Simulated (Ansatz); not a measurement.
`FC(F)(F)c1cnc(-c2cnc(-c3cnc(-c4cnc(C(F)(F)F)nc4)nc3)nc2)nc1`, relaxed as a singlet with RKS r2SCAN-D4/def2-SVP in Ansatz, starting from the GFN2-xTB geometry. Force threshold 0.03 eV/Å.

Single mean-field runs in def2-SVP are fitted with def2-universal-jkfit.

Start:

```xyz
40

F     8.8747   -3.0568   -0.9411
C     8.4748   -2.4881    0.2039
F     8.6927   -3.3924    1.1757
F     9.3061   -1.4651    0.4438
C     7.0399   -2.0575    0.1560
C     6.5721   -0.9800    0.9074
N     5.3094   -0.6153    0.8768
C     4.4805   -1.3139    0.1011
C     3.0825   -0.9047    0.0686
C     2.6054    0.1764    0.8185
N     1.3438    0.5455    0.7881
C     0.5161   -0.1511    0.0092
C    -0.8825    0.2589   -0.0216
C    -1.8367   -0.4086   -0.7965
N    -3.0989   -0.0379   -0.8222
C    -3.4469    1.0084   -0.0755
C    -4.8499    1.4179   -0.1057
C    -5.3213    2.5004    0.6417
N    -6.5892    2.8666    0.6111
C    -7.3936    2.1577   -0.1606
C    -8.8440    2.5991   -0.2114
F    -9.6745    1.5865   -0.4713
F    -9.2460    3.1519    0.9358
F    -9.0355    3.5165   -1.1737
N    -7.0639    1.1222   -0.9117
C    -5.7976    0.7503   -0.8862
N    -2.6199    1.7113    0.6961
C    -1.3569    1.3432    0.7242
N     0.8687   -1.1939   -0.7427
C     2.1298   -1.5653   -0.7154
N     4.8359   -2.3580   -0.6475
C     6.0972   -2.7285   -0.6220
H     7.2293   -0.3969    1.5400
H     3.2661    0.7493    1.4553
H    -1.5615   -1.2590   -1.4050
H    -4.6602    3.0778    1.2729
H    -5.5238   -0.0974   -1.4987
H    -0.6912    1.9187    1.3528
H     2.4026   -2.4124   -1.3302
H     6.3664   -3.5757   -1.2399
```

(1) Estimate the energy that the relaxation releases and the steps that it takes.

(2) Does the start keep its bonding and symmetry?

(3) Predict the relaxed structure.

Answers

(1) 0.16 eV, in 4 steps; 56 s on 8 threads of Arm Neoverse V1 on a shared host. No frequencies were taken in this run, so the end may be a saddle point.

(2) By distances, no bond broke or formed. The bond that changes most is C8–C9, from 1.46 to 1.47 Å (atoms count from 1). Point group Cs at the start, Cs at the end, both within 0.05 Å.

(3) 
```xyz
40

F     8.9002   -3.0847   -0.9350
C     8.5167   -2.5133    0.2174
F     8.7086   -3.4160    1.1943
F     9.3372   -1.4796    0.4626
C     7.0851   -2.0686    0.1547
C     6.6186   -0.9808    0.9016
N     5.3446   -0.6061    0.8777
C     4.5125   -1.3175    0.0976
C     3.0991   -0.9075    0.0696
C     2.6208    0.1788    0.8239
N     1.3474    0.5543    0.7989
C     0.5172   -0.1537    0.0134
C    -0.8948    0.2596   -0.0186
C    -1.8524   -0.4095   -0.8016
N    -3.1278   -0.0395   -0.8328
C    -3.4755    1.0149   -0.0766
C    -4.8909    1.4285   -0.1077
C    -5.3642    2.5188    0.6422
N    -6.6438    2.8896    0.6221
C    -7.4502    2.1636   -0.1499
C    -8.9048    2.6142   -0.2085
F    -9.7233    1.5949   -0.4757
F    -9.2911    3.1704    0.9416
F    -9.0562    3.5312   -1.1815
N    -7.1255    1.1250   -0.9173
C    -5.8445    0.7587   -0.8932
N    -2.6458    1.7257    0.7052
C    -1.3720    1.3495    0.7313
N     0.8669   -1.2068   -0.7456
C     2.1420   -1.5758   -0.7147
N     4.8645   -2.3676   -0.6642
C     6.1404   -2.7352   -0.6342
H     7.3036   -0.3962    1.5283
H     3.3096    0.7468    1.4595
H    -1.5519   -1.2681   -1.4129
H    -4.6728    3.0938    1.2678
H    -5.5424   -0.0932   -1.5122
H    -0.6816    1.9188    1.3640
H     2.4420   -2.4326   -1.3287
H     6.4346   -3.5848   -1.2629
```
Bond lengths: 16 × C–N 1.33 to 1.34 Å; 13 × C–C 1.40 to 1.52 Å; 6 × C–F 1.33 to 1.35 Å; 8 × C–H 1.10 Å.
